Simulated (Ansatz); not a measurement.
Computed with Ansatz on PBE0-D4/def2-TZVP structures; ΔE is electronic, products minus reactants. CBS: MP2 limit from def2 TZ/QZ plus the TZ coupled-cluster correction, frozen cores. This one scheme is used for every species. DFT in def2-TZVPP. B3LYP here is the variant with VWN-RPA as its local correlation; programs differ in this. def2 core potentials past Kr. For I outer-core shells are correlated without core-valence functions, which leaves a few kJ/mol of doubt a bond. One conformer a species, not always the lowest.

Reaction (substitution at a C–C bond): `CCI` + silanol → `[SiH3]OCI` + CH₄

```tsv
level	ΔE (kJ/mol)	difference from CCSD(T)/CBS
r2SCAN-D4	32.4	-11.4
PBE0-D4	37.3	-6.5
B3LYP-D4	29.5	-14.3
ωB97M-V	39.4	-4.4
B2PLYP	38.5	-5.3
B3LYP	35.0	-8.8
MP2/def2-TZVPP	46.4	2.6
SCS-MP2/def2-TZVPP	44.8	1.0
HF/CBS(def2)	44.5	0.7
CCSD/CBS(def2)	46.4	2.6
CCSD(T)/CBS	43.8	0
```

Largest T1 diagnostic among the species: 0.011.

The D4 term adds −5.5 kJ/mol with B3LYP and −3.1 kJ/mol with PBE0; it sums over pairs of atoms, weighted by their polarisabilities, and B3LYP, whose exchange is more repulsive, gets the larger term. From PBE to PBE0 (25 % exact exchange), in def2-TZVPP and without D4, ΔE moves by +6.8 kJ/mol.
